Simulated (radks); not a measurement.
Dynamic dipole polarisability and lines of the iron ion Fe23+, [He] 2s1. Calculated with a radial shooting solver on a logarithmic mesh with Libxc functionals: scalar-relativistic Kohn-Sham, LB94 model potential, spin-polarised, spherical densities, finite nucleus; open shells are filled with parallel spins first; Fermi nuclear charge, rms radius of each element as measured or else 0.836 A^(1/3) + 0.57 fm. Time-dependent linear response with the Hartree and adiabatic LDA kernel, continuum included through the Sternheimer equations, no spin-orbit coupling, so fine structure and intercombination lines are absent. Lines are the poles of the dipole polarisability below minus the highest occupied eigenvalue, found on a grid refined at the orbital gaps; the lowest seven at most are given, and weak or close lines can be missed. The first line takes the name of the lowest orbital gap if no other gap lies below it; otherwise a line is named after a gap within 0.6 % of it, if that gap stands alone.

photon energy (eV)  alpha (bohr^3)
0                          0.01333
100.58                   -0.006256
301.73                  -0.0001767
502.89                   0.0001882
704.04                   0.0003578
905.20                   0.0006141
1106.4                    0.002508
1307.5                  -0.0006001
1508.7                   0.0003816
1709.8                   0.0003096
1911.0                 -0.00001112

Lines (eV, oscillator strength): 58.235 (21.29 nm, 2s-2p), f = 0.0596; 1158.9 (1.070 nm, 2s-3p), f = 0.385; 1548.5 (0.8007 nm, 2s-4p), f = 0.0936; 1726.8 (0.7180 nm, 2s-5p), f = 0.0386; 1823.4 (0.6800 nm, 2s-6p), f = 0.0201; 1881.6 (0.6589 nm, 2s-7p), f = 0.0119; 1919.4 (0.6460 nm, unassigned), f = 0.00763. Higher lines, where found, are left out when the end of the mesh affects them. Those listed give 100 % of the static polarisability (sum of f/w^2). Orbital energy gaps for comparison: 2s-2p 54.651 eV; 2s-3p 1161.5 eV; 2s-4p 1548.9 eV; 2s-5p 1726.8 eV; 2s-6p 1823.3 eV.
